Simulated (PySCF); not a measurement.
## CsBa: energy against distance

Set-up: basis Cs x2c-TZVPall, Ba x2c-TZVPall; spin-free X2C with a Gaussian nucleus; PySCF 2.14. Energies in eV from Cs + Ba in their ground configurations at the same level. All curves are PBE0. state 1: ²Σ⁺ (doublet), unpaired electrons σ ↑; state 2: doublet, unpaired electrons π ↑, a second solution, started from another occupation; state 3: ²Δ (doublet), unpaired electrons δ ↑, a second solution, started from another occupation; state 4: ⁴Π (quartet), unpaired electrons σ ↑↑, π ↑, a second solution, started from another occupation.

```json
{"R (Å)": "4.307", "state 1": "-0.1113", "state 2": "0.0389", "state 3": "0.3459", "state 4": "0.6166"}
{"R (Å)": "4.507", "state 1": "-0.1792", "state 2": "0.0710", "state 3": "0.3238", "state 4": "0.5953"}
{"R (Å)": "4.707", "state 1": "-0.2158", "state 2": "0.1246", "state 3": "0.3270", "state 4": "0.5924"}
{"R (Å)": "4.858", "state 1": "-0.2281", "state 2": "0.1747", "state 3": "0.3414", "state 4": "0.5983"}
{"R (Å)": "5.008", "state 1": "-0.2309", "state 2": "0.2306", "state 3": "0.3630", "state 4": "0.6086"}
{"R (Å)": "5.158", "state 1": "-0.2266", "state 2": "0.2904", "state 3": "0.3896", "state 4": "0.6217"}
{"R (Å)": "5.359", "state 1": "-0.2135", "state 2": "0.3736", "state 3": "0.4294", "state 4": "0.6413"}
{"R (Å)": "5.609", "state 1": "-0.1902", "state 2": "0.4790", "state 3": "0.4817", "state 4": "0.6662"}
{"R (Å)": "5.909", "state 1": "-0.1584", "state 2": "0.6022", "state 3": "0.5426", "state 4": "0.6940"}
{"R (Å)": "6.310", "state 1": "-0.1171", "state 2": "0.7509", "state 3": "0.6141", "state 4": "0.7248"}
```

**Question.** Put a parabola through the three lowest points of the state 1 curve and estimate Re, k and ωe (reduced mass 67.68 u; 1 eV/Å² = 0.16022 mdyn/Å; ωe = 1302.8·√(k/μ) cm⁻¹).

**Answer.** Through R = 4.858, 5.008, 5.158 Å the second-order coefficient is 0.158 eV/Å², so Re ≈ 4.992 Å, k ≈ 0.0506 mdyn/Å and ωe ≈ 36 cm⁻¹. A polynomial fit of higher order to the unrounded PBE0 energies gives Re = 4.984 Å, k = 0.0521 mdyn/Å, ωe = 36.1 cm⁻¹; anharmonicity and rounding make the difference.

The higher-order fit for each curve: state 1: Re = 4.984 Å, ωe = 36.1 cm⁻¹, De = 0.231 eV; state 3: Re = 4.575 Å, ωe = 47.5 cm⁻¹, minimum 0.322 eV above the ground-state fragments; state 4: Re = 4.645 Å, ωe = 36.9 cm⁻¹, minimum 0.59 eV above the ground-state fragments. State 2 gave no clean fit.

The bond is weak. Basis-set superposition, not corrected here, can be much of De in a small basis, most of all at correlated wavefunction levels. Functionals without a dispersion term scatter widely for such bonds, and LDA overbinds them. ⟨S²⟩ of the unrestricted solution departs from its pure value on part of the curve, where spin states mix. Spin–orbit coupling is left out. The state was picked by a PBE0 search and need not be the measured ground state.
